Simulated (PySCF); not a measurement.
Hf (hafnium, neutral) across methods

[Xe] 4f14 5d1 6s2 6p1, one real determinant (an excited configuration). Calculation: PySCF 2.14, in aug-cc-pVTZ-PP with ECP60MDF (6s6p5d3f2g, 88 functions); a scalar-relativistic core potential.

```csv
method,E (hartree),mean ε 5d α (eV),mean ε 6s β (eV),mean ε 6p α (eV),Σ⟨r²⟩ (bohr²),⟨S²⟩
r2SCAN,-48.3673,-6.053,-5.915,-2.870,70.15,2.010
wB97X,-48.3823,-8.871,-8.545,-4.835,69.27,2.034
LDA,-48.2221,-5.582,-6.130,-2.632,70.17,2.002
B3LYP,-48.3853,-6.537,-6.518,-3.020,70.44,2.009
PBE0,-48.3469,-6.770,-6.518,-3.327,69.82,2.032
BHandHLYP,-48.2744,-7.817,-7.127,-3.632,70.59,2.036
PBE,-48.3751,-5.682,-5.879,-2.674,70.18,2.009
UHF,-47.88778,-9.600,-7.509,-4.911,71.54,2.239
```

**Question.** Estimate the same row for TPSS.

**Answer.** E (hartree) = -48.3584; mean ε 5d α (eV) = -5.656; mean ε 6s β (eV) = -5.760; mean ε 6p α (eV) = -2.833; Σ⟨r²⟩ (bohr²) = 69.49; ⟨S²⟩ = 2.037.

⟨L²⟩ = 8.06 against 12 for a pure F term, so this real determinant mixes terms. Energies and moments cover only the electrons outside the core potential. Spin-orbit coupling, absent here, splits the open shell strongly.
